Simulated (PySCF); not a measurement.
## Li⁺ (lithium, charge +1): UHF calculation

Configuration: 1s2, closed-shell 1S. Computed with PySCF 2.14 in def2-TZVP, with no relativity, point nucleus.

| Property | Result |
| --- | --- |
| Total energy | -7.236372 hartree |
| One-electron energy | -8.8881 hartree |
| Hartree (Coulomb) energy | 3.3034 hartree |
| Exchange energy | -1.6517 hartree |
| Kinetic energy | 7.23650 hartree |
| ⟨S²⟩ | 0.0000 |
| ⟨L²⟩ | 0.000 |
| Sum of ⟨r⟩ | 1.145 bohr |
| Sum of ⟨r²⟩ | 0.8904 bohr² |
| Density at the nucleus (Gaussians lack the cusp) | 13.4 bohr⁻³ |
| Langevin diamagnetic susceptibility | -0.705 ×10⁻⁶ cm³/mol |
| Time after the integrals | 0.03 s of wall time on 1 thread of Neoverse-V2 (shared host) |

```
shell  electrons  mean orbital energy (eV)  rms radius, mean of both spins (bohr)
   1s          2                   -75.983                                  0.667
```
